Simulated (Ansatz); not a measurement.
C₂H₅BrSn (`C[CH2][Sn][Br]`), 9 atoms. The species carries charge 0 and has multiplicity 1. Correlated methods include outer-core shells of Br, Sn, which these sets cover unevenly. Scalar relativity is left out up to krypton. Sn takes the def2 core potential. All runs use 4 threads of a server CPU on a shared host. Correlated methods freeze the cores.

Q: How many basis functions does each run have, and how long does it take in Ansatz? RHF-CCSD(T)/def2-TZVPP energy; RKS PBE0-D4/def2-TZVP relaxation (6 steps); RKS ωB97M-V/def2-QZVPP energy; RKS ωB97M-V/def2-TZVPP energy and forces; RKS PBE0-D4/def2-TZVP frequencies; RHF-MP2/def2-QZVPP energy; RHF-CCSD(T)/def2-SVP energy; RKS PBE-D4/def2-TZVPP energy and forces; RKS revPBE-D4/def2-TZVPP energy; direct RPA on PBE orbitals/def2-TZVPP energy; RKS ωB97M-V/def2-SVP energy; RKS PBE0-D4/def2-QZVPP energy. (An estimate is asked.)

A: Ansatz gave: Other jobs shared the machine, so times are rough.

```tsv
level	job	functions	wall time	peak host memory (GiB)
RKS revPBE-D4/def2-TZVPP	energy	230	3.7 s	0.31
RKS PBE-D4/def2-TZVPP	energy and forces	230	4.5 s	0.31
RKS ωB97M-V/def2-SVP	energy	111	11 s	0.39
direct RPA on PBE orbitals/def2-TZVPP	energy	230	11 s	0.63
RKS PBE0-D4/def2-QZVPP	energy	435	16 s	1.7
RHF-CCSD(T)/def2-SVP	energy	111	17 s	0.61
RKS ωB97M-V/def2-TZVPP	energy and forces	230	22 s	0.92
RKS ωB97M-V/def2-QZVPP	energy	435	37 s	2.1
RHF-MP2/def2-QZVPP	energy	435	40 s	2.6
RKS PBE0-D4/def2-TZVP	relaxation (6 steps)	190	45 s	0.56
RKS PBE0-D4/def2-TZVP	frequencies	190	4.3 min	0.56
RHF-CCSD(T)/def2-TZVPP	energy	230	6.4 min	4.5
```
